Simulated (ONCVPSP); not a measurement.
# Potentials for Si (Z = 14) compared

Generated with ld1.x 7.5 (TM, RRKJ, ultrasoft, PAW), atompaw 4.2 or ONCVPSP 4.0.1. The cutoff is in Ry: for ld1.x and atompaw files where the sum of valence levels is converged to 10 mRy in a Bessel basis, for ONCV files where the hardest occupied wave has 1 mHa per electron of residual kinetic energy. The error is the largest all-electron minus pseudo excitation energy over each file’s own four to seven test configurations (ionisations up to +4, promotions, holes and added fractions of an electron), all of which were solved. The labels leave out finer settings (local radius, basis sizes, second energies), which also bear on the numbers. Spin-polarised tests are not counted. The rows are a selection from randomly drawn settings: files with unsolved tests, undetermined cutoffs or missed reference levels are left out.

```tsv
potential	cutoff (Ry)	largest error (meV)	bound ghosts
ONCV, LDA (Perdew-Zunger), scalar-relativistic, rc 1.45/1.40/0.98 (spd), local smoothed, core correction yes, reference 3s2, qcut 3.9/6.6/6.5, projectors 1/1/2	17	+299	none
ONCV, PBE, non-relativistic, rc 1.80/1.80 (sp), local smoothed, core correction yes, reference 3s2 3p2, qcut 4.6/4.7, projectors 2/1	16	-15	none
ONCV, LDA (Perdew-Wang 92), scalar-relativistic, rc 1.70/1.95/1.90 (spd), local smoothed, core correction no, reference 3s2 3p1, qcut 4/3.4/5.5, projectors 3/3/2	16	+177	none
```

Problem. Fill in the row for Si: ONCV, LDA (Perdew-Zunger), scalar-relativistic, rc 1.05/0.95/0.80 (spd), local smoothed, core correction yes, reference 2s2 2p6 3s2 3p1.5, qcut 11.9/13.4/12.2, projectors 2/3/2.

Solution. cutoff 157 Ry, largest error +566 meV, bound ghosts: none.

Problem. Fill in the row for Si: ONCV, LDA (Perdew-Zunger), scalar-relativistic, rc 1.00/0.80 (sp), local smoothed, core correction no, reference 2s2 2p6 3s2 3p2, qcut 10.9/15.1, projectors 2/2.

Solution. cutoff 208 Ry, largest error -370 meV, bound ghosts: none.

Problem. Fill in the row for Si: ONCV, PBE, scalar-relativistic, rc 1.75/2.10 (sp), local smoothed, core correction no, reference 3s1 3p3, qcut 4.4/4.7, projectors 2/2.

Solution. cutoff 15 Ry, largest error -15 meV, bound ghosts: none.
